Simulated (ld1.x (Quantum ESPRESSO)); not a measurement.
# Configuration tests for Al (ultrasoft)

Al, ultrasoft, made with ld1.x (Quantum ESPRESSO) 7.5 (PBEsol, scalar-relativistic). Core [Ne], reference 3s2 3p1. Waves: 3s (bound): rcut 1.70, rcutus 1.80 bohr; 3s channel at 0.25 Ry: rcut 1.70, rcutus 1.80 bohr; 3p (bound): rcut 1.80, rcutus 2.00 bohr; 3p channel at 0.15 Ry: rcut 1.80, rcutus 2.00 bohr; 3d channel at 0.05 Ry: rcut 2.00, rcutus 2.15 bohr; 3d channel at 6.43 Ry: rcut 2.00, rcutus 2.15 bohr. Local part: all-electron potential smoothed inside 1.85 bohr (lloc = -1). Core correction: none. Augmentation charge: PSQ, radius 1.25 bohr.

Energies are relative to the spin-unpolarised reference configuration 3s2 3p1; without spin polarisation the order of configurations can differ from experiment.

```csv
valence configuration,charge,ΔE all-electron (eV),error AE − PS (meV)
3s2 3p0,+1,5.736,-1.6
3s1 3p0,+2,24.906,+0.3
3s2 3p0.5,+0.5,2.074,0.0
3s2 3p1.3,-0.3,-0.568,+0.4
3s0 3p3,0,10.405,+24
```

(1) What are ΔE and the potential's error for 3s1 3p1?

(2) What are ΔE and the potential's error for 3s1 3p2?

## Answers

(1) ΔE = 11.527 eV all-electron; the error (AE − PS) is +5.6 meV.

(2) ΔE = 5.119 eV all-electron; the error (AE − PS) is +4.8 meV.
